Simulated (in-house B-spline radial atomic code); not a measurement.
Radial electron density of N⁴⁺, [He] 2s1. Computed with a B-spline radial code for spherical atoms: Dirac-Kohn-Sham RPBE, spherical fractional occupations, Fermi nucleus of rms radius 2.5582 fm.

Columns: r (bohr), 4πr²n(r) (electrons per bohr), bar.

```
  0.0083   0.1608 #
 0.00967    0.214 #
  0.0113   0.2855 ##
  0.0131    0.374 ##
  0.0153   0.4945 ###
  0.0178   0.6459 ####
  0.0207   0.8384 #####
  0.0241    1.083 #######
  0.0281    1.392 ########
  0.0327    1.766 ###########
  0.0381    2.223 #############
  0.0444    2.763 #################
  0.0517    3.382 ####################
  0.0602    4.072 ########################
  0.0702    4.817 #############################
  0.0817    5.561 #################################
  0.0952    6.262 ######################################
   0.111    6.844 #########################################
   0.129    7.215 ###########################################
    0.15    7.313 ############################################
   0.175    7.074 ###########################################
   0.204    6.479 #######################################
   0.238    5.567 #################################
   0.277     4.47 ###########################
   0.322    3.339 ####################
   0.375    2.319 ##############
   0.437    1.557 #########
   0.509    1.117 #######
   0.593   0.9646 ######
    0.69   0.9963 ######
   0.804    1.073 ######
   0.936    1.071 ######
    1.09   0.9375 ######
    1.27   0.7008 ####
    1.48    0.441 ###
    1.72   0.2333 #
    2.01   0.0967 #
    2.34  0.03149 
    2.72 0.007755 
    3.17 0.001338 
    3.69 0.0001565
```

On this grid the curve has 2 maxima, near 0.15, 0.804 bohr.

The 2s1/2 radial function P(r) = rR(r), positive near the nucleus, with its small component Q(r) (sign convention: Q ≈ (P' + κP/r)/2c):

```tsv
r (bohr)	P	Q
0.00286	0.02903	-0.0007481
0.00388	0.03908	-0.001008
0.00526	0.05245	-0.001355
0.00713	0.07013	-0.001816
0.00967	0.09337	-0.002426
0.0131	0.1234	-0.00322
0.0178	0.162	-0.004254
0.0241	0.2095	-0.005547
0.0327	0.2669	-0.00715
0.0444	0.3322	-0.009054
0.0602	0.3995	-0.01117
0.0817	0.4581	-0.01334
0.111	0.4886	-0.01523
0.15	0.4637	-0.01634
0.204	0.3491	-0.01612
0.277	0.1198	-0.01403
0.375	-0.2168	-0.01001
0.509	-0.6073	-0.004533
0.69	-0.926	0.0007983
0.936	-1.029	0.004618
1.27	-0.8369	0.005345
1.72	-0.483	0.003528
2.34	-0.1775	0.001429
3.17	-0.03658	0.0003102
```
